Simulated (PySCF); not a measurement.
Level of theory: PySCF, PBE0, basis Fe def2-TZVPD, H def2-TZVPD (no relativity, density fitting). Open shells, if any, are unrestricted.

Problem. What spin state, shape and geometry does isolated FeH₄⁻ take (every ligand bound to Fe)?

Solution. Formally Fe is in oxidation state +3, d5, with 3 unpaired electrons (the high-spin count would be 5). The Mulliken spin on Fe is 3.40. The polar-tensor charge on Fe, 0.44, is far below the formal one. The lowest minimum found is a quartet of D4h symmetry with Fe–H 1.633 Å (×4); H–Fe–H 90.0° (×4), H–Fe–H 180.0° (×2). Its harmonic wavenumbers are 110 (eu), 422 (b2u), 467 (a2u), 714 (b2g), 1547 (eu), 1677 (a1g), 1701 (b1g) cm⁻¹ and its dipole moment is 0.00 D about the centre of mass.

Other isomers or separated fragments may lie lower. With open d or f shells other occupations or spin states may lie lower. The lowest empty level of this anion is unbound, so it and the gap depend on the basis.
